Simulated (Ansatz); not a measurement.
```yaml
crystal:
  periodic: [false, false, false]
  atoms:
    - {symbol: C, position_ang: [-1.566454, 0.098264, -0.278452]}
    - {symbol: C, position_ang: [-0.166330, -0.512022, -0.567589]}
    - {symbol: B, position_ang: [0.758772, 0.382446, 0.079449]}
    - {symbol: N, position_ang: [1.926642, -0.027350, 0.890453]}
    - {symbol: F, position_ang: [1.041110, 1.735865, -0.404773]}
    - {symbol: H, position_ang: [-1.623731, 1.137799, -0.729308]}
    - {symbol: H, position_ang: [-1.838985, 0.409507, 0.893811]}
    - {symbol: H, position_ang: [-2.556921, -0.563159, -0.643213]}
    - {symbol: H, position_ang: [-0.138486, -0.750555, -1.579245]}
    - {symbol: H, position_ang: [-0.260473, -1.494495, 0.097445]}
    - {symbol: H, position_ang: [2.812526, 0.639504, 1.055639]}
    - {symbol: H, position_ang: [1.959337, -0.821198, 1.210224]}
basis:
  gaussian: {orbitals: def2-TZVP}
hamiltonian: {xc: {name: HF}}
correlation: {method: mp2, frozen_orbitals: {C: 9}}
accuracy: high
output: {forces: true}
```

```sh
$ ansatz run in.yaml --threads 4 --pin off --events-out ev --progress --plain --max-ram 10444MiB
```

Output, abridged:

```
Functional definition: HF
Error: "frozen_orbitals" has no count for B
```

**Question.** Something in this input is off. What?

**Answer.** Frozen orbitals are typed for one element alone, and the program wants a count for each. The input was rejected before any iteration.
